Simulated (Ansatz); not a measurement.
Geometry optimisation, RKS B3LYP-D4/def2-SVP (Ansatz 0.2.0).

Input file:

```yaml
crystal:
  periodic: [false, false, false]
  atoms:
    - { symbol: C, position_ang: [-1.6461, 0.9573, 0.6344] }
    - { symbol: C, position_ang: [-0.2865, 0.86, 0.1035] }
    - { symbol: Si, position_ang: [0.3154, -1.2469, 0.8245] }
    - { symbol: "N", position_ang: [0.2014, -0.3441, -0.4936] }
    - { symbol: Si, position_ang: [1.379, -0.5874, -1.6196] }
    - { symbol: H, position_ang: [-2.3972, 0.3856, 0.0678] }
    - { symbol: H, position_ang: [-1.7377, 0.7751, 1.6947] }
    - { symbol: H, position_ang: [-1.9769, 2.058, 0.4846] }
    - { symbol: H, position_ang: [0.428, 1.4333, 0.7598] }
    - { symbol: H, position_ang: [1.4412, -0.809, 1.7649] }
    - { symbol: H, position_ang: [-0.9013, -1.6098, 1.5858] }
    - { symbol: H, position_ang: [2.67649, -0.20655, -1.07528] }
    - { symbol: H, position_ang: [1.40817, -2.01454, -1.88297] }
    - { symbol: H, position_ang: [1.05806, 0.18024, -2.81578] }
basis:
  gaussian: { orbitals: def2-SVP }
hamiltonian:
  xc: b3lyp
  dispersion: d4
relax:
  f_tol: 0.015
  max_steps: 40
```

Command:

```bash
$ ansatz run input.yaml --threads 2 --pin off --max-ram 3072MiB --backend cpu --events-out ev --progress --plain --runs-dir out
```

**Question.** Where does it end, and by what steps?

**Answer.** The run converged. The force dipped under the threshold on the way, but the program's further checks kept it going. After 20 steps the energy has fallen by 2.746 eV; H8 moved furthest, 1.14 Å. Parted: Si3–Si5.

| step | energy less start (eV) | largest force component (eV/Å) | accepted |
| --- | --- | --- | --- |
| 0 | 0.0000 | 5.391 | yes |
| 1 | -1.0275 | 3.131 | yes |
| 2 | -1.4699 | 2.759 | yes |
| 3 | -1.7643 | 1.190 | yes |
| 4 | -2.0005 | 1.584 | yes |
| 5 | -2.3064 | 1.968 | yes |
| 6 | -2.5096 | 1.110 | yes |
| 7 | -2.6777 | 0.373 | yes |
| 8 | -2.7046 | 0.655 | yes |
| 9 | -2.7357 | 0.109 | yes |
| 10 | -2.7394 | 0.031 | yes |
| 11 | -2.7422 | 0.025 | yes |
| 12 | -2.7436 | 0.078 | yes |
| 13 | -2.7443 | 0.042 | yes |
| 14 | -2.7443 | 0.085 | yes |
| 15 | -2.7452 | 0.028 | yes |
| 16 | -2.7457 | 0.048 | yes |
| 17 | -2.7460 | 0.026 | yes |
| 18 | -2.7462 | 0.014 | yes |
| 19 | -2.7463 | 0.012 | yes |
| 20 | -2.7463 | 0.011 | yes |

```xyz
14
Properties=species:S:1:pos:R:3
C -1.490 1.089 0.410
C -0.127 0.533 0.773
Si 0.180 -1.193 1.397
N 0.456 -0.485 -0.148
Si 1.200 -0.381 -1.704
H -2.202 0.286 0.163
H -1.908 1.677 1.243
H -1.425 1.756 -0.469
H 0.587 1.315 1.085
H 1.339 -1.516 2.269
H -0.930 -2.169 1.544
H 2.366 0.561 -1.711
H 1.673 -1.747 -2.074
H 0.243 0.103 -2.746
```

Run time: 81 s on 2 threads of Arm Neoverse V1, on a shared host, peak memory 0.3 GiB.
